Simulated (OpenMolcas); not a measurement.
**OpenMolcas run: Tl⁺**

Input:

```
&GATEWAY
Coord
1

Tl 0.0 0.0 0.0
Basis=ANO-RCC-VQZP
Group=XYZ
NoMove
AngMom=0.0 0.0 0.0
AMFI
&SEWARD
&RASSCF
FileOrb=start.orb
Symmetry=1
Spin=3
nActEl=2 0 0
Inactive=20 19
Ras2=1 3
CIRoot=3 3 1
SDav=3
CIMx=300
Iter=120 100
PrWF=0.3
OrbListing=Nothing
MaxOrb=0
Atom
>>> COPY $Project.JobIph JOB001
&RASSCF
FileOrb=start.orb
Symmetry=1
Spin=1
nActEl=2 0 0
Inactive=20 19
Ras2=1 3
CIRoot=7 7 1
SDav=7
CIMx=300
Iter=120 100
PrWF=0.3
OrbListing=Nothing
MaxOrb=0
Atom
LevShft=1.5
>>> COPY $Project.JobIph JOB002
&RASSCF
FileOrb=start.orb
Symmetry=2
Spin=3
nActEl=2 0 0
Inactive=20 19
Ras2=1 3
CIRoot=3 3 1
SDav=3
CIMx=300
Iter=120 100
PrWF=0.3
OrbListing=Nothing
MaxOrb=0
Atom
>>> COPY $Project.JobIph JOB003
&RASSCF
FileOrb=start.orb
Symmetry=2
Spin=1
nActEl=2 0 0
Inactive=20 19
Ras2=1 3
CIRoot=3 3 1
SDav=3
CIMx=300
Iter=120 100
PrWF=0.3
OrbListing=Nothing
MaxOrb=0
Atom
>>> COPY $Project.JobIph JOB004
&RASSI
NrOfJobIphs=4 3 7 3 3
1 2 3
1 2 3 4 5 6 7
1 2 3
1 2 3
IphNames
JOB001
JOB002
JOB003
JOB004
EJob
SpinOrbit
DIPRint=1.0
SOCoupling=1000.0
Subsets=2
MEES
Property=10
'ANGMOM' 1 'ANGMOM' 2 'ANGMOM' 3 'MLTPL  1' 1 'MLTPL  1' 2 'MLTPL  1' 3
'AMFI' 1 'AMFI' 2 'AMFI' 3 'MLTPL  2' 6
SOProperty=3
'ANGMOM' 1 'ANGMOM' 2 'ANGMOM' 3
```

A driver script runs the steps one by one and writes start.orb anew before each from the orbitals found so far.

Output, cut to the results:

```
--- SEWARD ---
Basis set label: TL.ANO-RCC...9S8P6D4F3G.

      Electronic valence basis set:
      ------------------
      Associated Effective Charge  81.000000 au
      Associated Actual Charge     81.000000 au
      Nuclear Model: Point charge

      Shell  nPrim  nBasis  Cartesian Spherical Contaminant
         s      25       9        X
         p      22       8        X
         d      16       6                 X
         f      12       4                 X
         g       4       3                 X
                  Relativistic Douglas-Kroll-Hess integrals:
                    - DKH order of Hamiltonian: 2
                    - DKH order of Properties : 0
                  Atomic mean-field integrals
--- RASSCF ---
Wave function specifications:
      -----------------------------

      Number of closed shell electrons          78
      Number of electrons in active shells       2
      Max number of holes in RAS1 space          0
      Max nr of electrons in RAS3 space          0
      Number of inactive orbitals               39
      Number of active orbitals                  4
      Number of secondary orbitals              75
      Spin quantum number                      1.0
      State symmetry                             1
Orbital specifications:
      -----------------------

      Symmetry species                           1   2
                                                ag  au
      Frozen orbitals                            0   0
      Inactive orbitals                         20  19
      Active orbitals                            1   3
      RAS1 orbitals                              0   0
      RAS2 orbitals                              1   3
      RAS3 orbitals                              0   0
      Secondary orbitals                        45  30
      Deleted orbitals                           0   0
      Number of basis functions                 66  52
      Number of CSFs                             3
      Number of root(s) required                 3
      Iter CI   SX   CI       RASSCF       Energy    max ROT     max BLB   max BLB  Level Ln srch  Step   QN
          iter iter root      energy       change     param      element    value   shift minimum  type update
 Nr of preliminary CI iterations:   1
 ###############################################################################
 ###############################################################################
 ###                                                                         ###
 ###                                                                         ###
 ###    WARNING: Problems in orbital optimization.                           ###
 ###                                                                         ###
 ###                                                                         ###
 ###############################################################################
 ###############################################################################
  Warning: In symmetry  1, orbital p=  21 has diagonal density matrix element D(p,p) close to zero. D(p,p)=  0.000000E+00
      Total energies have been shifted. Add               -20000.00 au
        ...
 ###############################################################################
 ###############################################################################
  Warning: In symmetry  1, orbital p=  21 has diagonal density matrix element D(p,p) close to zero. D(p,p)=  0.000000E+00
        4   1    2    0  -225.68282642    0.00E+00   1.81E-08   18  38 1 -1.40E-07   0.50   0.00    SX    NO
      Convergence after  4 iterations
        5   1    2    0  -225.68282642   -1.46E-11   1.81E-08   18  33 1 -8.87E-08   0.50   0.00    SX    NO
      Natural orbitals and occupation numbers for root  1
      sym 1:   0.000000
      sym 2:   1.000000   0.000000   1.000000
      Natural orbitals and occupation numbers for root  2
      sym 1:   0.000000
      sym 2:   1.000000   1.000000   0.000000
      Natural orbitals and occupation numbers for root  3
      sym 1:   0.000000
      sym 2:   0.000000   1.000000   1.000000
::    RASSCF root number  1 Total energy: -20225.68282642
::    RASSCF root number  2 Total energy: -20225.68282642
::    RASSCF root number  3 Total energy: -20225.68282642
--- RASSCF ---
Wave function specifications:
      -----------------------------

      Number of closed shell electrons          78
...
--- RASSI ---
SPIN-FREE ENERGIES:
  (Shifted by EMIN (a.u.) =     -20226.2344733549)

 SF State       Relative EMIN(au)   Rel lowest level(eV)    D:o, cm**(-1)      L_eff

     4             0.0000000000        0.0000000000              0.0000         0.0
    11             0.2251522006        6.1267034948          49415.1962         1.0
    12             0.2251522033        6.1267035681          49415.1968         1.0
    13             0.2251522033        6.1267035681          49415.1968         1.0
    14             0.3382598202        9.2045186177          74239.4493         1.0
    15             0.3382598222        9.2045186745          74239.4498         1.0
    16             0.3382598222        9.2045186745          74239.4498         1.0
     2             0.5516469359       15.0110778447         121072.5079         1.0
     1             0.5516469359       15.0110778447         121072.5079         1.0
     3             0.5516469385       15.0110779162         121072.5085         1.0
     5             0.5878944847       15.9974238938         129027.9253         2.0
     6             0.5878944855       15.9974239171         129027.9255         2.0
     7             0.5878944855       15.9974239171         129027.9255         2.0
     8             0.5878944881       15.9974239879         129027.9261         2.0
     9             0.5878944881       15.9974239879         129027.9261         2.0
    10             0.6595355635       17.9468769604         144751.3247         0.0
     Dipole printing threshold changed to   1.00000000E+00

++ Dipole transition strengths (spin-free states):
   -----------------------------------------------
     for osc. strength at least  1.00000000E+00

  ( Max oscillator strength is only   0.76741842070039512      )
--
Eigenvalues of complex Hamiltonian:
   -----------------------------------
  (Shifted by EMIN (a.u.) =     -20226.2344733549)

...
```

Levels above the lowest, from the spin-orbit matrix, grouped by J:

```csv
Configuration,Term,J,E (cm-1),Measured (cm-1),Term weight %,Second
6s2,1S,0,0.0,0.0,100,
6s 6p,3P*,0,42613,49451,100,
6s 6p,3P*,1,45561,52394,98,
6s 6p,3P*,2,52846,61728,100,
6s 6p,1P*,1,74722,75663,98,
6p2,3P,0,112260,,93,7 1S
6p2,3P,1,117886,,100,
6p2,3P,2,121571,,73,27 1D
6p2,1D,2,131776,,73,27 3P
6p2,1S,0,147211,,93,7 3P
```

Against the 4 measured excited levels shown (NIST Handbook of Basic Atomic Spectroscopic Data) the mean absolute deviation is 5900 cm-1; the largest miss in energy is 6s 6p 3P* 2: computed 52846, measured 61728 cm-1 (-14.4 %).

The ¹D term of p² mixes with s d, which this space lacks. Spin-orbit splittings of 6p shells tend to come out small when the coupling is added on scalar orbitals. Measured partners are found by configuration, term and J. A level has none where our copy of the source lacks it or the pairing is in doubt (some pairs that miss far off the trend of their configuration count as doubtful), and it then counts in no deviation. Only configurations of the active space appear.

The term weight is that of the spin-free term in the level, not the purity of its configuration. * marks odd parity.
